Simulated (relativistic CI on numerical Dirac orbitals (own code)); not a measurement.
**Transition arrays of La12+**

Computed by Dirac-Coulomb-Breit CI, orbitals from a KLI potential per configuration, QED by a radiative potential, valence Slater integrals scaled by 0.9, whole transition arrays (own radial code, finite nucleus).

Configuration list (outside the closed core [Ar] 3d10 4s2): 4p⁶4d⁹, 4p⁶4d⁸4f, 4p⁵4d¹⁰, 4p⁶4d⁸5p, 4p⁶4d⁸5f. Levels of other configurations are missing.

All E1 lines from the levels of 4p⁶4d⁹; mean and standard deviation are weighted by gf, and upper levels are sorted by their leading configuration.

```
Upper configuration  Lines    Σgf  Mean (eV)  Mean (nm)  σ (eV)  Strongest line (nm)
           4p⁶4d⁸4f     82  103.1     135.04      9.181    2.06                9.159
            4p⁵4d¹⁰      2    0.1      95.26     13.015    0.97               12.968
           4p⁶4d⁸5p     60   13.0     122.96     10.084    2.97               10.195
           4p⁶4d⁸5f     81    0.1     193.05      6.423    2.67                6.363
```

Σgf per state of the lower configuration in bins of 0.05 nm over the central range (centre: value): 8.925: 0.70, 9.075: 0.07, 9.175: 6.23, 9.275: 3.25, 9.925: 0.12, 9.975: 0.09, 10.08: 0.16, 10.13: 0.21, 10.18: 0.24, 10.23: 0.24.

Task: How do configuration mixing and the scaling of the Slater integrals move the arrays?

Result: Slater scale 0.9, no configuration mixing: 4p⁶4d⁸4f 134.3 ± 3.4 eV (Σgf 96.9), 4p⁵4d¹⁰ 110.4 ± 7.2 eV (Σgf 5.2), 4p⁶4d⁸5p 122.2 ± 1.9 eV (Σgf 11.5), 4p⁶4d⁸5f 193.3 ± 2.3 eV (Σgf 1.5); Slater scale 1: 4p⁶4d⁸4f 137.9 ± 2.0 eV (Σgf 105.8), 4p⁵4d¹⁰ 94.0 ± 1.0 eV (Σgf 0.1), 4p⁶4d⁸5p 122.7 ± 2.5 eV (Σgf 12.5), 4p⁶4d⁸5f 193.2 ± 2.7 eV (Σgf 0.1); Slater scale 0.8: 4p⁶4d⁸4f 132.1 ± 2.0 eV (Σgf 100.2), 4p⁵4d¹⁰ 96.5 ± 1.0 eV (Σgf 0.1), 4p⁶4d⁸5p 123.0 ± 2.8 eV (Σgf 13.6), 4p⁶4d⁸5f 192.9 ± 2.7 eV (Σgf 0.0). With mixing, levels are counted to their leading configuration, so an array can shrink or vanish into another, and the sums then hold other lines.
